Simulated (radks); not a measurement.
The numbers below are computed, except where a source is named.
Isoelectronic series with 8 electrons, all held in the configuration [He] 2s2 2p4, which need not be the ground one along the series. Code: a radial shooting solver on a logarithmic mesh with Libxc functionals. Model: non-relativistic Kohn-Sham, r2SCAN, spin-polarised, spherical densities, point nucleus; open shells are filled with parallel spins first; meta-GGA in the generalised Kohn-Sham scheme. Total energies (hartree) and orbital eigenvalues (eV):

ion    E (hartree)    2p down      2p up    2s down      2s up
O        -75.03333    -6.7918   -10.9623   -22.6987   -26.9330
F+       -99.05038   -25.5922   -30.9516   -46.0430   -51.0978
Ne2+    -126.58591   -51.6302   -58.1664   -76.6330   -82.5433
Mg4+    -192.18534  -124.6659  -133.5363  -158.7851  -166.4077
Al5+    -230.24339  -171.5357  -181.5691  -210.2145  -218.6878
Si6+    -271.80498  -225.2675  -236.4627  -268.5056  -277.8261
P7+     -316.86922  -285.8456  -298.2018  -333.6423  -343.8070
S8+     -365.43552  -353.2597  -366.7763  -405.6138  -416.6203
Cl9+    -417.50343  -427.5023  -442.1789  -484.4129  -496.2591
Ar10+   -473.07264  -508.5682  -524.4047  -570.0342  -582.7184
K11+    -532.14291  -596.4534  -613.4496  -662.4739  -675.9948
Ca12+   -594.71406  -691.1550  -709.3107  -761.7290  -776.0855
Sc13+   -660.78593  -792.6707  -811.9859  -867.7974  -882.9884
Ti14+   -730.35842  -900.9987  -921.4734  -980.6773  -996.7020
V15+    -803.43144  -1016.137  -1037.772  -1100.367  -1117.225
Cr16+   -880.00490  -1138.086  -1160.880  -1226.866  -1244.557
Mn17+   -960.07876  -1266.843  -1290.796  -1360.174  -1378.696
Fe18+  -1043.65295  -1402.409  -1427.521  -1500.288  -1519.642
